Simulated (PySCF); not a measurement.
C2H6ClGa, SMILES [CH3][Ga]([CH3])[Cl]. The structure is a stationary point at PBE-D3(BJ)/def2-SVP. The isomer is the one that the SMILES or the coordinates give; other isomers of the formula were not compared.

### Question
Give the equilibrium geometry at PBE-D3(BJ)/def2-SVP (PySCF confirms it by a frequency run) as a Z-matrix, and its point group. (Estimate from the structure and the level; the computed values follow.)

### Answer
point group C2.
```
Ga
C 1 1.9684
H 2 1.1071 1 112.30
H 2 1.1087 3 109.22 1 -121.48
H 2 1.1088 3 109.17 4 -117.16
C 1 1.9684 2 132.74 3 0.63
H 6 1.1071 1 112.30 2 0.63
H 6 1.1087 7 109.22 1 -121.48
H 6 1.1088 7 109.17 8 -117.16
Cl 1 2.1948 2 113.63 3 -179.37
```
